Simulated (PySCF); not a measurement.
CHF2O3S, SMILES O=S(=O)(O)[C](F)F, multiplicity 2. The structure is a stationary point at PBE-D3(BJ)/def2-SVP. The isomer is the one that the SMILES or the coordinates give; other isomers of the formula were not compared. Other conformers were not sampled.

Computed equilibrium geometry at PBE-D3(BJ)/def2-SVP (PySCF confirms it by a frequency run) as a Z-matrix (one conformer of several):
```
S
O 1 1.4584
O 1 1.4676 2 125.17
O 1 1.6635 2 106.56 3 127.21
H 4 0.9830 1 106.00 2 -153.12
C 1 1.8300 2 106.42 4 108.33
F 6 1.3200 1 115.23 2 -42.03
F 6 1.3258 7 112.26 1 133.14
```
Charge 0, spin multiplicity 2.
